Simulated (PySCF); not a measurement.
**Ionisation energy of Zr⁺ by level of theory**

Zr⁺ [Kr] 4d2 5s1 (4F) → Zr²⁺ [Kr] 4d2 (3F), as a difference of total energies. Computed with PySCF 2.14 in aug-cc-pVTZ-PP with ECP28MDF, with scalar relativity through the core potential. Correlated levels: valence: 4s2 4p6 frozen. The calculations carry no spin-orbit coupling.

```json
{"method": "UHF", "ionisation energy (eV)": "12.274", "difference from reference (eV)": "-0.856"}
{"method": "LDA", "ionisation energy (eV)": "13.671", "difference from reference (eV)": "+0.541"}
{"method": "PBE", "ionisation energy (eV)": "13.428", "difference from reference (eV)": "+0.298"}
{"method": "PBE0", "ionisation energy (eV)": "13.201", "difference from reference (eV)": "+0.071"}
{"method": "r2SCAN", "ionisation energy (eV)": "13.317", "difference from reference (eV)": "+0.187"}
{"method": "r2SCANh", "ionisation energy (eV)": "13.258", "difference from reference (eV)": "+0.128"}
{"method": "wB97X", "ionisation energy (eV)": "12.593", "difference from reference (eV)": "-0.537"}
{"method": "B3LYP", "ionisation energy (eV)": "13.318", "difference from reference (eV)": "+0.188"}
{"method": "wB97M-V", "ionisation energy (eV)": "12.906", "difference from reference (eV)": "-0.224"}
{"method": "MP2 (valence)", "ionisation energy (eV)": "12.506", "difference from reference (eV)": "-0.624"}
{"method": "SCS-MP2 (valence)", "ionisation energy (eV)": "12.351", "difference from reference (eV)": "-0.779"}
```

Reference: 13.13 eV (measured; NIST Atomic Spectra Database, ionization energies).

The reference lies between the lowest fine-structure levels, while these numbers refer to the centres of the terms.

Errors of the correlated levels include the incompleteness of this basis and the frozen core.
